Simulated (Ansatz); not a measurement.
Cr(NH2)3 (CrN₃H₆). Total charge 0; quartet. Geometry r2SCAN-D4/def2-SVP; atoms count from 1.

```xyz
10

Cr    0.0002    0.0001   -0.0002
N    -1.0587   -0.0283   -1.4972
H    -1.1559    0.7341   -2.1667
H    -1.6439   -0.8092   -1.7921
N     1.4587   -1.1058    0.1129
H     1.5611   -1.8838    0.7635
H     2.2962   -1.0400   -0.4645
N    -0.3999    1.1341    1.3842
H    -1.2229    1.0688    1.9822
H     0.1650    1.9301    1.6779
```

Q: Estimate the Mulliken populations from the PBE0/def2-TZVP orbitals of Ansatz.

A: 
| atom | charge (e) | spin (α − β) | d electrons |
| --- | --- | --- | --- |
| Cr1 | 1.24 | 3.35 | 4.38 |
| N2 | -0.88 | -0.14 | – |
| H3 | 0.23 | 0.01 | – |
| H4 | 0.23 | 0.01 | – |
| N5 | -0.88 | -0.14 | – |
| H6 | 0.23 | 0.01 | – |
| H7 | 0.23 | 0.01 | – |
| N8 | -0.88 | -0.14 | – |
| H9 | 0.23 | 0.01 | – |
| H10 | 0.23 | 0.01 | – |
Mulliken values depend strongly on the basis.

Q: Where does the spin sit?

A: Summed by element: Cr 3.35, N -0.42, H 0.07, of 3 unpaired in all. Largest on single atoms: Cr1 3.35, N8 -0.14, N2 -0.14.

Q: And the Mayer bond orders between heavy atoms (over 0.3)?

A: Cr1–N2 0.88 (1.83 Å); Cr1–N5 0.88 (1.83 Å); Cr1–N8 0.88 (1.83 Å).
